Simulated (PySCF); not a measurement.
Stepwise substitution at one centre (B Br-H). All species are isolated molecules in the gas phase. Strings in code marks are SMILES.

The S1–T1 gap (TDA) from two functionals at the same geometries (PBE0-D4/def2-TZVP), both in PySCF: PBE-D3(BJ)/def2-TZVP and PBE0-D4/def2-TZVP. Excitations are Tamm–Dancoff values on a coarser integration grid. The basis has no diffuse functions, so Rydberg states are missing or too high.

```tsv
species	PBE-D3(BJ)/def2-TZVP (eV)
0 of 3 Br replaced by H	0.17
1 of 3 Br replaced by H (`B(Br)Br`)	0.18
2 of 3 Br replaced by H (`BBr`)	0.32
```

### Question
What does PBE0-D4/def2-TZVP give for each?

### Answer

- 0 of 3 Br replaced by H: 0.17
- 1 of 3 Br replaced by H (`B(Br)Br`): 0.26
- 2 of 3 Br replaced by H (`BBr`): 0.36
Over these rows, drawn at random from the members with no instability flagged (it was tested for open shells, ions and some series alone), PBE minus PBE0-D4: mean -0.04 eV, from -0.08 eV to -0.01 eV.
